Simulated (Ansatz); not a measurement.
Cartesian coordinates in Å:
```
O 1.460 -1.035 -0.207
Ge 0.034 0.007 -0.046
F -0.076 1.089 -1.367
Cl 0.258 1.155 1.701
Cl -1.676 -1.216 -0.080
```

The species carries charge 0 and has multiplicity 2.

Question: List the B3LYP/def2-TZVPP orbital energies in eV (the Gaussian-basis code of Ansatz). (An estimate is asked.)

Answer: Computed: α occupied: -10853.36, -2763.68, -2763.68, -1357.55, -1208.48, -1208.47, -1208.45, -671.99, -523.33, -258.41, -258.41, -197.46, -197.46, -197.29, -197.29, -197.28, -197.27, -172.26, -122.54, -122.52, -122.47, -36.42, -36.19, -36.14, -36.02, -36.02, -32.26, -27.83, -23.84, -23.35, -15.95, -13.24, -13.23, -12.80, -12.24, -11.54, -11.30, -10.65, -10.33, -10.02, -9.99, -9.86. α empty: -2.11, 0.53, 0.67, 1.10, 3.76, 4.49, 4.88, 5.12. β occupied: -10853.36, -2763.67, -2763.67, -1357.55, -1208.47, -1208.47, -1208.45, -671.99, -522.67, -258.40, -258.40, -197.45, -197.45, -197.27, -197.27, -197.27, -197.27, -172.26, -122.54, -122.52, -122.48, -36.42, -36.18, -36.13, -36.02, -36.01, -32.27, -26.00, -23.73, -23.31, -15.84, -13.16, -12.87, -12.63, -11.49, -11.27, -10.38, -10.17, -10.03, -9.86, -9.63. β empty: -6.06, -2.00, 0.56, 0.80, 1.45, 3.78, 4.50, 4.93. ⟨S²⟩ = 0.753.

B3LYP here is the variant with VWN-RPA as its local correlation; programs differ in this.
